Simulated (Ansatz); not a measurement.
A nudged elastic band was laid between two geometries of BFH3NO + BrH (9 atoms, charge 0, multiplicity 1).

All numbers below come from Ansatz, RKS PBE-D4/def2-SVP.

```json
{
 "movable images": "5",
 "climbing image": "yes",
 "spring": "5.0 eV/Å²",
 "optimiser": "quadratic models (default)",
 "start path": "through a guess of the saddle point",
 "force threshold": "0.03 eV/Å",
 "iteration limit": "60",
 "end points": "relaxed"
}
```

Image 0:

```xyz
9
Properties=species:S:1:pos:R:3
B 0.136 -0.448 0.196
N 0.192 -0.023 1.593
H -0.623 -0.219 2.181
H 1.061 -0.215 2.102
F 1.241 -0.986 -0.341
O -0.949 -0.264 -0.592
H -1.584 0.381 -0.216
Br -1.357 2.679 1.093
H -0.368 1.582 1.427
```

Image 6:

```xyz
9
Properties=species:S:1:pos:R:3
B -0.166 0.332 0.242
N 0.004 0.095 1.858
H -0.110 -0.904 2.091
H 0.931 0.419 2.167
F 0.938 -0.257 -0.349
O -1.433 -0.204 -0.042
H -1.676 -0.037 -0.969
Br -0.028 2.400 0.093
H -0.712 0.643 2.355
```

(1) Which bonds break or form, and what moves?

(2) Give the energies along the band, and the barrier.

(3) What is the geometry of the highest image?

(4) What are the harmonic wavenumbers there?

The band took 38 iterations and of the order of 10 core-minutes.

Results:

(1) Bonds broken: Br8–H9. Bonds formed: B1–Br8, N2–H9. BFH3NO + BrH becomes BBrFH4NO.

(2) The run converged. The highest image is number 2 of 0 to 6, 7.9 kcal/mol above the first end and 16.2 kcal/mol above the last; the last end lies 8.3 kcal/mol below the first. A vibrational analysis at the climbing image gives one clearly imaginary mode, 224i cm⁻¹: a first-order saddle point. The orbitals stay closed-shell, which can raise the energy where a bond breaks towards radicals; this wasn't checked here.

```
image  path coordinate (Å)  energy (kcal/mol)  Br8–H9 (Å)  B1–Br8 (Å)  N2–H9 (Å)
    0                 0.00                0.0        1.51        3.58       1.71
    1                 0.73                1.9        1.55        3.30       1.59
    2                 1.46                7.9        1.95        2.83       1.13
    3                 2.04                0.6        2.19        2.32       1.05
    4                 2.62               -6.5        2.62        2.09       1.03
    5                 3.20               -8.0        2.78        2.08       1.03
    6                 3.78               -8.3        2.94        2.08       1.03
```

(3) 
```xyz
9
Properties=species:S:1:pos:R:3
B 0.013 -0.150 0.178
N 0.067 0.047 1.728
H -0.571 -0.574 2.248
H 1.017 -0.006 2.122
F 1.200 -0.421 -0.362
O -1.154 -0.405 -0.447
H -1.783 0.324 -0.235
Br -0.746 2.556 0.489
H -0.295 1.115 1.725
```

(4) 224i, 133, 225, 274, 307, 368, 445, 489, 693, 852, 892, 966, 1154, 1232, 1433, 1484, 1514, 2083, 3392, 3493, 3540 cm⁻¹.

Time of the run: 5.3 min on 2 threads of Arm Neoverse V2 (shared host), peak memory 0.16 GiB.
